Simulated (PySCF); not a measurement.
Gas-phase reaction: Ga2H6 + 3 F2 = Ga2F6 + 3 H2, at 500 K and a standard pressure of 1 bar. Level: r2SCAN/def2-TZVP†.

Energies from PySCF, thermal terms from the rigid-rotor harmonic-oscillator model, ideal gas at 1 bar. † marks an energy on the PBE0/def2-TZVP geometry and frequencies. All species are closed-shell singlets. Ga: all electrons, no relativistic terms. Ga2H6, Ga2F6: computed as isolated molecules; such fragments, hydroxides, amides, oligomers or adducts are transient or little studied in the gas. The harmonic model lacks anharmonicity and excited electronic states, which grow with temperature; levels with a mode under 35 cm⁻¹ are left out. Soft modes under 120 cm⁻¹ make the harmonic entropy rough for Ga2F6.

```json
[
 {"species": "Ga2H6", "E (Ha)": "-3853.26038", "H(500 K) − E (kJ/mol)": "149.9", "S°(500 K) (J/mol/K)": "348.3"},
 {"species": "F2", "E (Ha)": "-199.51716", "H(500 K) − E (kJ/mol)": "21.7", "S°(500 K) (J/mol/K)": "218.2"},
 {"species": "Ga2F6", "E (Ha)": "-4449.09468", "H(500 K) − E (kJ/mol)": "100.5", "S°(500 K) (J/mol/K)": "509.8"},
 {"species": "H2", "E (Ha)": "-1.17106", "H(500 K) − E (kJ/mol)": "40.9", "S°(500 K) (J/mol/K)": "145.5"}
]
```
E: electronic energy; H − E holds the zero-point and thermal terms. 1 Ha = 2625.5 kJ/mol.

Q: Work out ΔH°, ΔS°, ΔG° and log10 K from these numbers.

A: 1. ΔE = 1×(-4449.09468) + 3×(-1.17106) − 1×(-3853.26038) − 3×(-199.51716) = -0.79600 Ha = -2089.9 kJ.
2. Δ(H − E) = 1×(100.5) + 3×(40.9) − 1×(149.9) − 3×(21.7) = 8.2 kJ, so ΔH° = -2081.7 kJ.
3. ΔS° = 1×(509.8) + 3×(145.5) − 1×(348.3) − 3×(218.2) = -56.6 J/K; the number of gas molecules stays the same.
4. ΔG° = ΔH° − TΔS° = -2081.7 − 500×(-56.6)/1000 = -2053.4 kJ.
5. log10 K = −ΔG°/(RT ln 10) = 214.57, with RT ln 10 = 9.57 kJ/mol; at standard pressures the products are favoured.
6. A shift of 10 kJ in ΔE would move log10 K by 1.04 here.
For scale, ΔH°(298 K) is -2092 kJ at this level, -2092 kJ at ωB97M-V/def2-TZVP†, and runs from -2277 to -1964 kJ over the 18 levels computed.
